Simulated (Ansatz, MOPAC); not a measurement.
Species: BO, net charge 1, singlet state. SMILES of the parent species: [B]=O

Atoms: B1, O2. Bonds: B1-O2.

Bond lengths (Å) and angles (degrees) optimised at MNDO with MOPAC; HF/STO-3G with Ansatz (a quantum-chemistry and plane-wave program); HF/3-21G with Ansatz; MP2/6-31G* with Ansatz, each started from the B3LYP-D3(BJ)/def2-TZVP structure (Ansatz) of the last column. A row stands for all coordinates that are equal there. 6-31G* holds six Cartesian d functions.

| coordinate | MNDO | HF/STO-3G | HF/3-21G | MP2/6-31G* | B3LYP-D3(BJ)/def2-TZVP |
|---|---|---|---|---|---|
| B1-O2 | 1.155 | 1.189 | 1.191 | 1.239 | 1.188 |

Mean signed difference of all 1 bond lengths from B3LYP-D3(BJ)/def2-TZVP: MNDO -0.034 Å, HF/STO-3G 0.001 Å, HF/3-21G 0.003 Å, MP2/6-31G* 0.051 Å.
